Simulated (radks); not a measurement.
All-electron atom: Os in [Xe] 4f14 5d6 6s2. All-electron calculation, scalar-relativistic Kohn-Sham, PBEsol, spin-polarised, spherical densities, finite nucleus; open shells are filled with parallel spins first (spin-orbit coupling, left out, can overturn this in heavy ions); Fermi nuclear charge, rms radius 5.4126 fm. Program: a radial shooting solver on a logarithmic mesh with Libxc functionals. Some entries of the table are withheld. Estimate them.

orbital  occ.  eigenvalue (eV)  <r> (bohr)  <1/r> (bohr^-1)
1s down     1        -73819.00     0.01774            90.39
1s up       1        -73819.00     0.01774            90.39
2s up       1        -12857.45     0.07493            21.16
2s down     1        -12857.24     0.07493            21.16
2p up       3        -11200.36     0.06729            19.05
2p down     3        -11200.19     0.06729            19.05
3s up       1        -2991.768      0.1940            7.842
3s down     1        -2991.687      0.1940            7.842
3p up       3        -2504.977      0.1946            7.210
3p down     3        -2504.888      0.1946            7.210
3d up       5        -1959.971      0.1762            6.803
3d down     5        -1959.821      0.1762            6.803
4s up       1        -630.8884      0.4320            3.345
4s down     1        -630.6864      0.4320            3.345
4p up       3        -471.1375      0.4596            3.033
4p down     3        -470.9446      0.4595            3.032
4d up       5        -272.5772      0.4892            2.706
4d down     5        -272.3485      0.4890            2.707
5s up       1         -92.1345       1.008            1.332
5s down     1         -90.4449       1.003            1.341
4f up       7         -51.9785      0.5579            2.238
5p up       3         -51.6739         (1)            1.124
4f down     7         -51.5837      0.5552            2.244
5p down     3         -49.5167         (2)            1.133
5d up       5          -7.2372         (3)           0.7369
6s up       1          -6.7209       2.900              (4)
6s down     1          -5.4067       3.089              (5)
5d down     1          -4.8499         (6)           0.7180

Answer. 
(1) 5p up <r> (bohr): 1.173
(2) 5p down <r> (bohr): 1.166
(3) 5d up <r> (bohr): 1.790
(4) 6s up <1/r> (bohr^-1): 0.4384
(5) 6s down <1/r> (bohr^-1): 0.4098
(6) 5d down <r> (bohr): 1.873
